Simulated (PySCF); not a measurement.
Compound: C4H10N2P2.
Numbering: `[CH3:1][N:2]1[CH:3]=[CH:4][N:5]([CH3:6])[P:7]1[PH2:8]` (hydrogens: H9, H10, H11 on C1; H12 on C3; H13 on C4; H14, H15, H16 on C6; H17, H18 on P8)

Computed by this run: PySCF, B3LYP/def2-SV(P) geometry optimisation, gas phase; density fitting, grid level 1; the optimiser is geomeTRIC in internal coordinates, started from a GFN2-xTB structure.

Geometry at step 0:
```
atom  x, y, z in Å
C1     -2.5307   -0.6960   -0.1375
N2     -1.0943   -0.6524   -0.1686
C3     -0.3629   -0.9525   -1.3204
C4      0.9451   -0.7670   -1.1446
N5      1.2431   -0.3254    0.1468
C6      2.5745    0.0401    0.5466
P7     -0.1467    0.0845    1.0305
P8     -0.3947    2.3029    0.5255
H9     -2.8903   -1.6164   -0.6020
H10    -2.9744    0.1600   -0.6613
H11    -2.8633   -0.6735    0.9012
H12    -0.8723   -1.3151   -2.1920
H13     1.7413   -0.9425   -1.8418
H14     3.2919   -0.7006    0.1887
H15     2.8609    1.0253    0.1576
H16     2.6198    0.0753    1.6359
H17     0.3922    2.6291    1.6233
H18    -1.5481    2.3305    1.3005
```

Q: Give the atomic forces at this geometry.

A: 
```csv
atom,Fx (eV/Å),Fy (eV/Å),Fz (eV/Å)
C1,0.343,0.127,-0.010
N2,-0.504,-0.647,-0.297
C3,-0.505,0.139,0.027
C4,0.421,0.256,0.152
N5,0.731,-0.464,-0.130
C6,-0.363,0.033,-0.085
P7,-0.158,-0.079,1.258
P8,0.166,0.608,-1.538
H9,-0.228,-0.379,-0.156
H10,-0.300,0.310,-0.198
H11,-0.250,-0.047,0.397
H12,-0.269,-0.239,-0.566
H13,0.461,-0.138,-0.465
H14,0.356,-0.291,-0.098
H15,0.237,0.399,-0.124
H16,0.149,-0.004,0.457
H17,0.643,0.332,0.823
H18,-0.930,0.084,0.555
```

The largest, 1.66 eV/Å, acts on P8; the rms over all components is 0.458 eV/Å. The forces sum to zero within rounding, as they must for an isolated molecule in no field.

Q: Give the force on P8 in Eh/bohr and in nN.

A: 1.663 eV/Å ÷ 51.422 = 0.03233 Eh/bohr, and 1.663 eV/Å × 1.602 = 2.66 nN.

Q: How far is this geometry from the end of the optimisation?

A: 0.225 eV above it, and 0.100 Å rms away after alignment. The bonds farthest from their final lengths, with half the difference of the two atoms' forces along the bond (positive lengthens):

```csv
bond,now (Å),final (Å),force along bond (eV/Å)
P7–P8,2.289,2.422,+0.62
P8–H17,1.389,1.439,+1.04
P8–H18,1.390,1.439,+1.03
N5–P7,1.697,1.734,+0.77
N2–P7,1.697,1.733,+0.77
C3–H12,1.073,1.091,+0.25
```

The angle farthest from its final value is C4–N5–P7, 112.5° against 111.2°.

Of the 6 listed bonds off by 0.010 Å or more, this force points towards the final length in 6.

The cost below is that of the whole optimisation. On one thread of an Arm Neoverse V2, shared host, this took 84 s and 0.68 GiB of memory at its peak.
